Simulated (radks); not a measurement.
Q: The mean radii <r> (bohr) of the occupied orbitals of an atom or ion are listed with their occupations. All-electron calculation, scalar-relativistic Kohn-Sham, AM05, spin-polarised, spherical densities, finite nucleus; Fermi nuclear charge, rms radius of each element as measured or else 0.836 A^(1/3) + 0.57 fm. Program: a radial shooting solver on a logarithmic mesh with Libxc functionals.

orbital  occ.      <r>
1s up       1  0.02668
1s down     1  0.02668
2s up       1   0.1147
2s down     1   0.1147
2p up       3   0.1003
2p down     3   0.1003
3s up       1   0.3068
3s down     1   0.3067
3p up       3   0.3047
3p down     3   0.3046
3d up       5   0.2810
3d down     5   0.2810
4s up       1   0.7168
4s down     1   0.7167
4p up       3   0.7650
4p down     3   0.7645
4d up       5   0.8763
4d down     5   0.8733
5s up       1    1.784
5s down     1    1.781
5p up       3    2.078
5p down     1    2.095

Name the element and its charge. Open shells, if any, are filled with parallel spins first.

A: Z = 54, xenon, charge +2: Xe2+ in [Kr] 4d10 5s2 5p4. The 1s radius gives Z: for a bare nucleus <r> = (2 gamma + 1)/(2Z) with gamma = sqrt(1 - (Z/c)^2), 0.02628 bohr for Z = 54, and screening makes it slightly larger (0.02668 here). The occupations add up to 52, and the charge is Z minus that.
